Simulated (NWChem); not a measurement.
System: CH$_{3}$FOSi, singlet; SMILES F[Si]OC

NWChem input:

```
start job
memory heap 200 mb stack 900 mb global 1100 mb
geometry units angstroms noautoz
  Si     0.647402    -0.845201     0.000266
  F     -0.957986    -1.212780    -0.000099
  O      0.591616     0.805225     0.000030
  C     -0.477025     1.721982    -0.000954
  H     -1.452434     1.210777     0.002463
  H     -0.406518     2.367963     0.888180
  H     -0.409974     2.362279    -0.894449
end
basis spherical
  Si library def2-tzvp
  F library def2-tzvp
  O library def2-tzvp
  C library def2-tzvp
  H library def2-tzvp
end
dft
  xc kt2
  iterations 150
  mulliken
end
task dft energy
```

NWChem printed, in part:

```
             Northwest Computational Chemistry Package (NWChem) 7.3.0
             --------------------------------------------------------

 C1  symmetry detected

                             Geometry "geometry" -> ""
                             -------------------------

 Output coordinates in angstroms (scale by  1.889725989 to convert to a.u.)

  No.       Tag          Charge          X              Y              Z
 ---- ---------------- ---------- -------------- -------------- --------------
    1 Si                  14.0000     0.65817715    -0.83515726    -0.00007742
    2 F                    9.0000    -0.94185730    -1.22538131     0.00007057
    3 O                    8.0000     0.57907865     0.81431582     0.00020440
    4 C                    6.0000    -0.50240837     1.71588319    -0.00008898
    5 H                    1.0000    -1.47049605     1.19094708     0.00355317
    6 H                    1.0000    -0.44068607     2.36253346     0.88921173
    7 H                    1.0000    -0.44476125     2.35732726    -0.89341742

 Effective nuclear repulsion energy (a.u.)     161.7860096787

                                 NWChem DFT Module
                                 -----------------

 Summary of "ao basis" -> "ao basis" (spherical)
 ------------------------------------------------------------------------------
       Tag                 Description            Shells   Functions and Types
 ---------------- ------------------------------  ------  ---------------------
 Si                        def2-tzvp                13       37   5s5p2d1f
 F                         def2-tzvp                11       31   5s3p2d1f
 O                         def2-tzvp                11       31   5s3p2d1f
 C                         def2-tzvp                11       31   5s3p2d1f
 H                         def2-tzvp                 4        6   3s1p

            General Information
            -------------------
          SCF calculation type: DFT
          Wavefunction type:  closed shell.
          No. of atoms     :     7
          No. of electrons :    40
           Alpha electrons :    20
            Beta electrons :    20
          Charge           :     0
          Spin multiplicity:     1
          Use of symmetry is: off; symmetry adaption is: off
          Maximum number of iterations: 150
          AO basis - number of functions:   148
                     number of shells:    58
          Convergence on energy requested:  1.00D-06
          Convergence on density requested:  1.00D-05
          Convergence on gradient requested:  5.00D-04

              XC Information
              --------------
                          KT2 Method XC Functional
                        Slater Exchange Functional  1.072 local
                           KT1 gradient correction  1.000 non-local
            Perdew 1991 LDA Correlation Functional  0.577 local

             Grid Information
             ----------------
          Grid used for XC integration:  medium
          Radial quadrature: Mura-Knowles
          Angular quadrature: Lebedev.
          Tag              B.-S. Rad. Rad. Pts. Rad. Cut. Ang. Pts.
          ---              ---------- --------- --------- ---------
          Si                  1.10       88          11.0       590
          F                   0.50       49          11.0       434
          O                   0.60       49           8.0       434
          C                   0.70       49          10.0       434
          H                   0.35       45          11.0       434
          Grid pruning is: on
          Number of quadrature shells:   370
          Spatial weights used:  Erf1

      Superposition of Atomic Density Guess
      -------------------------------------

 Sum of atomic energies:        -502.20855192

      Non-variational initial energy
      ------------------------------

 Total energy =    -503.333904
 1-e energy   =   -1016.390451
 2-e energy   =     351.270538
 HOMO         =      -0.305173
 LUMO         =      -0.025060

     ---------------------------------------------
      Total Density - Mulliken Population Analysis
     ---------------------------------------------

    Atom       Charge   Shell Charges
 -----------   ------   -------------------------------------------------------
    1 Si  14    13.08   2.00  0.59  1.38  1.05  0.88  4.09  1.75  0.36  0.52  0.17  0.12  0.09  0.06
    2 F    9     9.54   0.77  1.20  0.61  1.02  0.30  2.38  2.36  0.89  0.00  0.00  0.00
    3 O    8     8.62   0.79  1.18  0.59  0.96  0.20  1.99  2.18  0.70  0.00  0.02  0.00
    4 C    6     6.18   0.86  1.12  0.54  0.65  0.13  1.13  1.28  0.38  0.02  0.07  0.01
    5 H    1     0.86   0.25  0.45  0.14  0.02
    6 H    1     0.86   0.25  0.46  0.14  0.02
    7 H    1     0.86   0.25  0.46  0.14  0.02

   convergence    iter        energy       DeltaE   RMS-Dens  Diis-err
 ---------------- ----- ----------------- --------- --------- ---------
 d= 0,ls=0.0,diis     1   -510.1072975470 -6.72D+02  8.28D-03  5.68D+00
 d= 0,ls=0.0,diis     2   -509.8821352528  2.25D-01  8.72D-03  3.63D+00
 d= 0,ls=0.0,diis     3   -509.9731933862 -9.11D-02  3.83D-03  3.01D+00
 d= 0,ls=0.0,diis     4   -510.2202531137 -2.47D-01  1.20D-03  3.61D-02
 d= 0,ls=0.0,diis     5   -510.2202678472 -1.47D-05  5.61D-04  4.01D-02
  Resetting Diis
 d= 0,ls=0.0,diis     6   -510.2239012568 -3.63D-03  1.68D-04  1.20D-03
 d= 0,ls=0.0,diis     7   -510.2240158239 -1.15D-04  7.58D-05  6.64D-05
 d= 0,ls=0.0,diis     8   -510.2239923288  2.35D-05  4.71D-05  3.13D-04
 d= 0,ls=0.0,diis     9   -510.2240231292 -3.08D-05  6.06D-06  4.03D-06
 d= 0,ls=0.0,diis    10   -510.2240234840 -3.55D-07  2.29D-06  5.21D-07

         Total DFT energy =     -510.224023483997
      One electron energy =    -1020.596223387678
           Coulomb energy =      401.030500056141
    Exchange-Corr. energy =      -52.444309831119
 Nuclear repulsion energy =      161.786009678658

 Numeric. integr. density =       39.999995304815

                       DFT Final Molecular Orbital Analysis
                       ------------------------------------

 Vector   18  Occ=2.000000D+00  E=-2.872619D-01
              MO Center=  5.9D-02,  8.7D-01,  1.3D-03, r^2= 2.1D+00
   Bfn.  Coefficient  Atom+Function         Bfn.  Coefficient  Atom+Function
  ----- ------------  ---------------      ----- ------------  ---------------
    74      0.311889  3 O  px                77      0.259126  3 O  px
    75      0.199663  3 O  py                 4     -0.184571  1 Si s
    80      0.182511  3 O  px               132      0.176218  5 H  s
    78      0.164223  3 O  py               105     -0.156024  4 C  px
   133      0.121117  5 H  s                108     -0.119429  4 C  px

 Vector   19  Occ=2.000000D+00  E=-2.810675D-01
              MO Center=  2.1D-01,  1.1D+00, -1.3D-03, r^2= 2.0D+00
   Bfn.  Coefficient  Atom+Function         Bfn.  Coefficient  Atom+Function
  ----- ------------  ---------------      ----- ------------  ---------------
    76      0.374440  3 O  pz                79      0.313210  3 O  pz
    82      0.225297  3 O  pz               107     -0.168241  4 C  pz
   144      0.157039  7 H  s                138     -0.156157  6 H  s
    17      0.133325  1 Si pz               110     -0.119881  4 C  pz
   143      0.099886  7 H  s                137     -0.099288  6 H  s

 Vector   20  Occ=2.000000D+00  E=-2.450119D-01
              MO Center=  8.4D-01, -9.3D-01,  7.3D-05, r^2= 2.4D+00
   Bfn.  Coefficient  Atom+Function         Bfn.  Coefficient  Atom+Function
  ----- ------------  ---------------      ----- ------------  ---------------
     5      0.504234  1 Si s                  4      0.464945  1 Si s
     3     -0.268896  1 Si s                 15      0.199756  1 Si px
    43     -0.171823  2 F  px                16     -0.167251  1 Si py
    75      0.156877  3 O  py                46     -0.140273  2 F  px
    78      0.134614  3 O  py                49     -0.110971  2 F  px

 Vector   21  Occ=0.000000D+00  E=-8.816647D-02
              MO Center=  6.9D-01, -8.0D-01, -3.4D-04, r^2= 2.9D+00
   Bfn.  Coefficient  Atom+Function         Bfn.  Coefficient  Atom+Function
  ----- ------------  ---------------      ----- ------------  ---------------
    20      0.515094  1 Si pz                17      0.506775  1 Si pz
    76     -0.182193  3 O  pz                14      0.161545  1 Si pz
    82     -0.161510  3 O  pz                 8     -0.157977  1 Si pz
    79     -0.151983  3 O  pz                45     -0.148071  2 F  pz
    51     -0.133947  2 F  pz                48     -0.113746  2 F  pz

 Vector   22  Occ=0.000000D+00  E=-1.472006D-02
              MO Center=  7.1D-01, -7.9D-01, -4.3D-05, r^2= 4.4D+00
   Bfn.  Coefficient  Atom+Function         Bfn.  Coefficient  Atom+Function
  ----- ------------  ---------------      ----- ------------  ---------------
    18      0.549699  1 Si px                19      0.530094  1 Si py
    73     -0.354429  3 O  s                104      0.329088  4 C  s
   133     -0.272313  5 H  s                 15      0.249585  1 Si px
    42      0.234305  2 F  s                 16      0.227399  1 Si py
   103      0.162501  4 C  s                139     -0.148993  6 H  s

 Vector   23  Occ=0.000000D+00  E= 1.099557D-02
              MO Center=  1.8D-01,  5.7D-02, -3.2D-04, r^2= 5.9D+00
   Bfn.  Coefficient  Atom+Function         Bfn.  Coefficient  Atom+Function
  ----- ------------  ---------------      ----- ------------  ---------------
   104      1.750266  4 C  s                  5     -0.940957  1 Si s
   139     -0.778206  6 H  s                145     -0.781837  7 H  s
    19     -0.751548  1 Si py                73      0.736492  3 O  s
   133     -0.657453  5 H  s                 18      0.521716  1 Si px
    42      0.323538  2 F  s                 16     -0.321812  1 Si py

     ---------------------------------------------
      Total Density - Mulliken Population Analysis
     ---------------------------------------------

    Atom       Charge   Shell Charges
 -----------   ------   -------------------------------------------------------
    1 Si  14    13.60   2.00  0.60  1.37  1.12  0.77  4.16  1.65  0.49  0.77  0.21  0.18  0.18  0.08
    2 F    9     9.30   0.79  1.18  0.66  0.95  0.33  2.29  2.10  0.99  0.00  0.01  0.00
    3 O    8     8.27   0.82  1.16  0.62  0.90  0.23  1.90  1.92  0.70  0.00  0.02  0.00
    4 C    6     6.23   0.89  1.09  0.54  0.64  0.14  1.27  1.21  0.36  0.02  0.07  0.01
    5 H    1     0.87   0.28  0.45  0.11  0.02
    6 H    1     0.87   0.28  0.47  0.09  0.02
    7 H    1     0.87   0.28  0.47  0.09  0.02

     -------------------------------------------
      Total Density - Lowdin Population Analysis
     -------------------------------------------

    Atom       Charge   Shell Charges
 -----------   ------   -------------------------------------------------------
    1 Si  14    13.94   2.00  0.87  1.09  0.74  0.67  3.87  1.84  0.61  0.85  0.40  0.22  0.49  0.30
    2 F    9     9.05   0.88  1.09  0.62  0.72  0.39  2.15  2.12  1.06  0.00  0.01  0.00
    3 O    8     7.96   0.89  1.07  0.54  0.55  0.28  1.75  1.85  0.95  0.00  0.07  0.00
    4 C    6     6.37   0.94  1.02  0.39  0.36  0.18  1.10  1.35  0.59  0.03  0.36  0.06
    5 H    1     0.90   0.26  0.40  0.17  0.06
    6 H    1     0.89   0.26  0.40  0.16  0.06
    7 H    1     0.89   0.26  0.40  0.16  0.06

     Multipole analysis of the density
     ---------------------------------

     L   x y z        total         alpha         beta         nuclear
     -   - - -        -----         -----         ----         -------
     0   0 0 0      0.000000    -20.000000    -20.000000     40.000000

     1   1 0 0     -0.073570     -0.036785     -0.036785      0.000000
     1   0 1 0      0.470523      0.235262      0.235262     -0.000000
     1   0 0 1     -0.000299     -0.000150     -0.000150      0.000000

     2   2 0 0    -23.728489    -49.003552    -49.003552     74.278616
     2   1 1 0     -1.871636      3.615894      3.615894     -9.103423
     2   1 0 1      0.000270     -0.000174     -0.000174      0.000617
     2   0 2 0    -21.441183   -115.720926   -115.720926    210.000669
     2   0 1 1     -0.000391      0.000716      0.000716     -0.001824
     2   0 0 2    -20.843538    -13.258811    -13.258811      5.674083
```

Level: KT2/def2-TZVP. Low-valent species are run as closed-shell singlets; no triplet was tried in these runs. Geometry: optimised at PBE0/def2-SVP.
